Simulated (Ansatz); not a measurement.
Cartesian coordinates in Å:
```
C -0.808 -0.520 0.488
In 0.682 0.784 -0.302
Br 2.187 -0.411 -1.900
H -1.474 -0.005 1.179
H -1.386 -0.933 -0.340
H -0.313 -1.345 1.003
H 1.113 2.429 -0.128
```

Charge 0, multiplicity 1. In: def2 effective core potential.

(1) List the ωB97M-V/def2-TZVPP orbital energies in eV (Ansatz 0.2.0). (An estimate is asked.)

Answers

(1) The calculation gave: Occupied: -13155.85, -1708.17, -1536.36, -1536.32, -1536.31, -281.56, -241.01, -180.66, -180.54, -180.51, -131.70, -88.17, -87.92, -87.80, -74.04, -74.01, -73.98, -73.89, -73.89, -24.79, -24.67, -24.50, -24.41, -24.39, -22.93, -21.88, -14.31, -14.07, -13.98, -11.04, -10.58, -10.22, -9.76. Lowest empty: -0.18, 0.99, 1.24, 2.21, 2.55, 3.23, 3.91, 4.70.
